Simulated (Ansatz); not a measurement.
Ga₃P₂, relaxed as a doublet with UKS PBE0-D4/def2-SVP in Ansatz, starting from the GFN1-xTB geometry. Force threshold 0.02 eV/Å.

The relaxation made no stability test and no search for a lower SCF solution. Another isomer (doublet) lies 0.15 eV lower at PBE0-D4/def2-TZVP; other spin states weren't run for this one.

Start:

Cartesian coordinates in Å:
```
Ga 0.161 1.915 -1.897
Ga -1.272 -1.507 0.919
Ga 1.063 -1.034 1.596
P 0.911 -0.188 -0.740
P -0.863 0.814 0.122
```

Question: Estimate the energy that the relaxation releases and the steps that it takes.

Answer: 18.7 kJ/mol, in 6 steps; 24 s on 4 threads of Arm Neoverse V2 on a shared host. No frequencies were taken in this run, so the end may be a saddle point.

Question: Does the start keep its bonding and symmetry?

Answer: By distances, no bond broke or formed. The bond that changes most is Ga2–Ga3, from 2.48 to 2.83 Å (atoms count from 1). Point group C2 at the start, C2 at the end, both within 0.05 Å.

Question: Predict the relaxed structure.

Answer: 
Cartesian coordinates in Å:
```
Ga 0.159 1.892 -1.872
Ga -1.412 -1.520 0.775
Ga 1.213 -0.902 1.622
P 0.848 -0.256 -0.718
P -0.808 0.786 0.193
```
Bond lengths (bridged metal pairs left out): 4 × Ga–P 2.45 to 2.53 Å; 1 × Ga–Ga 2.83 Å; 1 × P–P 2.16 Å.
